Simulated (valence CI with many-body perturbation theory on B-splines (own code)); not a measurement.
# Tb34+: calculated level list

Computed by relativistic CI+MBPT: three valence electrons over a frozen Dirac-Fock core [Ar] 3d10, radial functions for each j: 11 s, 11 p, 9 d, 7 f, 5 g, 2 h, 1 i, with the one-electron correlation potential Σ1 (screened to all orders), the two-electron term Σ2, the three-electron term Σ3, Breit, model QED; selected single and double excitations, second order for the rest (own B-spline code, finite nucleus).

The last digits are not significant, and no measured levels were compared; by estimate large intervals hold to a few tenths of a per cent, small ones and those within an open d or f shell to about a per cent.

Levels 46 to 67 of 67, with energies above the lowest level, (4s^2 4p1/2) J=1/2. "Leading %" is the weight of the configuration and term that name the level; weights of strongly mixed levels are sums over their largest components and can fall short. In the jj column 3d3/2^4 stands for four electrons in 3d with j = 3/2.

| No. | Configuration | Term | J | E (eV) | Leading % | Second component | g | Leading jj |
| --- | --- | --- | --- | --- | --- | --- | --- | --- |
| 46 | 4p²4d | ²G | 7/2 | 368.10 | 43 | 26 % 4p²4d ²F | 1.039 | 4p1/2 4p3/2 4d3/2 (85 %) |
| 47 | 4p²4d | ⁴F | 3/2 | 368.33 | 38 | 30 % 4p²4d ²P | 0.941 | 4p1/2 4p3/2 4d3/2 (96 %) |
| 48 | 4p²4d | ⁴D | 1/2 | 368.89 | 82 | 15 % 4p²4d ²P | 0.147 | 4p1/2 4p3/2 4d3/2 (98 %) |
| 49 | 4p²4d | ⁴D | 7/2 | 376.22 | 40 | 37 % 4p²4d ⁴F | 1.302 | 4p1/2 4p3/2 4d5/2 (90 %) |
| 50 | 4p²4d | ²F | 5/2 | 379.43 | 24 | 23 % 4p²4d ⁴P | 1.164 | 4p1/2 4p3/2 4d3/2 (65 %) |
| 51 | 4p²4d | ²G | 9/2 | 380.01 | 54 | 38 % 4p²4d ⁴F | 1.198 | 4p1/2 4p3/2 4d5/2 (92 %) |
| 52 | 4p²4d | ²D | 3/2 | 380.32 | 40 | 27 % 4p²4d ²P | 1.071 | 4p1/2 4p3/2 4d3/2 (62 %) |
| 53 | 4p²4d | ⁴P | 1/2 | 383.36 | 41 | 27 % 4p²4d ²P | 1.855 | 4p1/2 4p3/2 4d3/2 (93 %) |
| 54 | 4p²4d | ⁴D | 5/2 | 383.68 | 33 | 23 % 4p²4d ²F | 1.126 | 4p1/2 4p3/2 4d5/2 (71 %) |
| 55 | 4p²4d | ²P | 3/2 | 384.28 | 46 | 44 % 4p²4d ⁴P | 1.480 | 4p1/2 4p3/2 4d5/2 (63 %) |
| 56 | 4p²4d | ²F | 7/2 | 385.30 | 33 | 15 % 4p²4d ⁴F | 1.107 | 4p1/2 4p3/2 4d5/2 (66 %) |
| 57 | 4p²4d | ²D | 5/2 | 386.91 | 35 | 24 % 4p²4d ⁴P | 1.204 | 4p1/2 4p3/2 4d5/2 (70 %) |
| 58 | 4s4p4f | ⁴G | 5/2 | 389.53 | 63 | 11 % 4s4p4f ⁴F | 0.750 | 4s 4p1/2 4f5/2 (70 %) |
| 59 | 4s4p4f | ⁴G | 7/2 | 391.53 | 54 | 24 % 4s4p4f ⁴F | 1.065 | 4s 4p1/2 4f7/2 (47 %) |
| 60 | 4s4p4f | ⁴F | 3/2 | 394.44 | 50 | 12 % 4s4p4f ²D | 0.642 | 4s 4p1/2 4f5/2 (72 %) |
| 61 | 4s4p4f | ⁴F | 5/2 | 395.27 | 35 | 28 % 4s4p4f ⁴D | 1.101 | 4s 4p1/2 4f5/2 (55 %) |
| 62 | 4p²4d | ²D | 3/2 | 395.41 | 52 | 10 % 4p²4d ²P | 0.835 | 4p1/2 4p3/2 4d5/2 (74 %) |
| 63 | 4s4p4f | ⁴G | 9/2 | 395.45 | 34 | 30 % 4s4p4f ⁴F | 1.199 | 4s 4p1/2 4f7/2 (87 %) |
| 64 | 4s4p4f | ⁴D | 7/2 | 396.06 | 46 | 26 % 4s4p4f ²F | 1.270 | 4s 4p1/2 4f7/2 (73 %) |
| 65 | 4p²4d | ²P | 1/2 | 396.09 | 63 | 29 % 4p²4d ²S | 1.063 | 4p1/2 4p3/2 4d5/2 (92 %) |
| 66 | 4s4p4f | ²G | 7/2 | 405.20 | 49 | 20 % 4p²4d ²G | 0.970 | 4s 4p1/2 4f7/2 (44 %) |
| 67 | 4s4p4f | ²F | 5/2 | 409.02 | 24 | 23 % 4s4p4f ²D | 1.026 | 4s 4p1/2 4f7/2 (35 %) |

Where two levels of one J and parity lie close, their mixing, g and order are uncertain.
